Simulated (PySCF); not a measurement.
MgF, SMILES [F][Mg+], charge +1.

Coordinates come from a PBE0-D3(BJ)/def2-TZVPD optimisation. The spin state was assumed, not searched.

Two levels are set side by side: TDDFT-PBE/def2-TZVPD (PySCF) and TDDFT-M06-2X/def2-TZVPD (PySCF). Vertical, same geometry. The lowest singlet is HOMO→LUMO 100 % with PBE and HOMO→LUMO 98 % with the other functional; states are paired by order. Differences are taken from unrounded values.

| quantity | TDDFT-M06-2X |
|---|---|
| lowest singlet excitation (eV) | 4.97 |
| lowest triplet excitation (TDA) (eV) | 4.90 |
| first bright state (f over 0.05) (eV) | 6.38 |
| its oscillator strength | 0.07 |

Problem. What does TDDFT-PBE give, and how far is it from TDDFT-M06-2X? (An estimate is asked for; the answer gives what the named calculation found.)

Solution. 
```
quantity                               TDDFT-PBE  TDDFT-PBE minus TDDFT-M06-2X
-------------------------------------  ---------  ----------------------------
lowest singlet excitation (eV)              3.26                         -1.71
lowest triplet excitation (TDA) (eV)        3.06                         -1.84
first bright state (f over 0.05) (eV)       4.76                         -1.63
its oscillator strength                     0.09                          0.02
```

A lower first singlet is the usual sign of a functional without exact exchange. Differences between two approximate levels are no errors against the true value.

Rough cost on one machine, each run with all the roots and properties that it gave: TDDFT-M06-2X against TDDFT-PBE about 10 times.
